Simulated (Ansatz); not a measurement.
Gas-phase electronic energies from Ansatz, PBE0-D4/def2-TZVP geometries. CCSD(T)/CBS is the MP2 limit (def2-TZVPP, def2-QZVPP) plus CCSD(T) − MP2 in def2-TZVPP, frozen cores. Functionals use def2-TZVPP. Elements past krypton have def2 core potentials. For Te outer-core shells are correlated without core-valence functions, which leaves a few kJ/mol of doubt a bond. One conformer a species, not always the lowest.

Reaction (ligand exchange at the Si–O bond): `O[SiH](F)O[SiH2]F` + H₂Te → `O[SiH](F)[TeH]` + `O[SiH2]F`

Is it downhill or uphill in electronic energy at CCSD(T)/CBS, and by how much? (An estimate is asked.)

Ansatz gave: Uphill: ΔE = +79.1 kJ/mol.

What do these levels give: B97M-V, B2PLYP, r2SCAN, CAM-B3LYP, RPA@PBE/def2-TZVPP, CCSD(T)/def2-SVP? (Estimate.)

Computed: B97M-V 87.6, B2PLYP 83.4, r2SCAN 76.0, CAM-B3LYP 90.6, RPA@PBE/def2-TZVPP 88.7, CCSD(T)/def2-SVP 87.7 kJ/mol.

Largest T1 diagnostic among the species: 0.012.

From PBE to PBE0 (25 % exact exchange), in def2-TZVPP and without D4, ΔE moves by +8.8 kJ/mol. At CCSD(T), def2-SVP lies +8.6 kJ/mol from the extrapolated value and def2-TZVPP +7.3 kJ/mol.
